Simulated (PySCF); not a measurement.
Working out the ionisation energy of Br

Br [Ar] 3d10 4s2 4p5 (2P) → Br⁺ [Ar] 3d10 4s2 4p4 (3P). Calculation: PySCF 2.14, in aug-cc-pVQZ-DK; scalar relativity by spin-free X2C-1e. Frozen: [Ar] 3d10. Energies in hartree (1 hartree = 27.21139 eV):

| part | Br (lower) | Br⁺ (upper) |
| --- | --- | --- |
| UHF | -2604.419047 | -2604.025335 |
| CCSD correlation | -0.168480 | -0.132731 |
| (T) | -0.005808 | -0.003969 |

What does Hartree-Fock give?

(-2604.025335) − (-2604.419047) = 0.393712 hartree = 10.713 eV.

What do CCSD and CCSD(T) give?

The CCSD correlation energies differ by 0.035749 hartree = 0.973 eV and the triples by 0.001839 hartree = 0.050 eV, so CCSD gives 11.686 eV and CCSD(T) 11.736 eV.

Measured between the centres of the two terms (NIST): 11.844 eV, so CCSD(T) (valence) is off by -0.108 eV.

What remains against the reference includes basis incompleteness, the frozen core and higher excitations.
